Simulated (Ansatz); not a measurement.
Consider the ligand exchange at the Si–C bond: `OC(O)(O)[SiH2]F` + `[SiH3]S` → `F[SiH2]S[SiH3]` + `OC(O)O`.

Program: Ansatz. Geometries: PBE0-D4/def2-TZVP. ΔE: electronic, gas phase. CCSD(T)/CBS adds triple-zeta CCSD(T) − MP2 to the extrapolated MP2 energy (def2 sets, frozen cores). This one scheme is used for every species. Functionals use def2-TZVPP. B3LYP here is the variant with VWN-RPA as its local correlation; programs differ in this. One conformer a species, not always the lowest.

```csv
level,ΔE (kJ/mol),difference from CCSD(T)/CBS
r2SCAN-D4,-98.4,0.7
PBE0-D4,-101.1,-2.0
B3LYP-D4,-94.2,4.9
ωB97X-V,-95.4,3.7
B2PLYP,-97.2,1.9
PBE,-94.3,4.8
HF/def2-TZVPP,-105.5,-6.4
SCS-MP2/def2-TZVPP,-100.6,-1.5
CCSD/def2-TZVPP,-97.7,1.4
MP2/def2-QZVPP,-105.0,-5.9
CCSD(T)/CBS,-99.1,0
```

Largest T1 diagnostic among the species: 0.012.

From PBE to PBE0 (25 % exact exchange), in def2-TZVPP and without D4, ΔE moves by −6.6 kJ/mol.
